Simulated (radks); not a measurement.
Results of a calculation; reference values are marked as such.
Species: Tm2+. Configuration: [Xe] 4f13. Level of theory: scalar-relativistic Kohn-Sham, TASK exchange with Perdew-Wang LDA correlation, spin-polarised, spherical densities, finite nucleus; open shells are filled with parallel spins first (spin-orbit coupling, left out, can overturn this in heavy ions); meta-GGA in the generalised Kohn-Sham scheme; Fermi nuclear charge, rms radius 5.2256 fm (a radial shooting solver on a logarithmic mesh with Libxc functionals).

Normalised radial functions P(r) = r R(r), r in bohr:

```
   r/bohr * 4f up (the largest magnitude, 1.13, reaches the edge; | marks zero)
0.0007298 *
0.0009656 *
 0.001278 *
 0.001677 *
 0.002219 *
 0.002936 *
 0.003885 *
  0.00514 *
 0.006747 *
 0.008927 *
  0.01181 *
  0.01563 *
  0.02068 *
  0.02714 *
  0.03591 *
  0.04751 |*
  0.06287 |*
  0.08252 |  *
   0.1092 |      *
   0.1445 |            *
   0.1911 |                      *
   0.2529 |                                   *
    0.332 |                                              *
   0.4392 |                                                      *
   0.5812 |                                                      *
    0.769 |                                              *
    1.017 |                                  *
    1.335 |                       *
    1.767 |              *
    2.338 |       *
    3.093 |  *
    4.093 |*
```

4f up: eigenvalue -17.200 eV, 0 radial nodes, <r> = 0.783 bohr, 90 % of the charge inside 1.37 bohr.
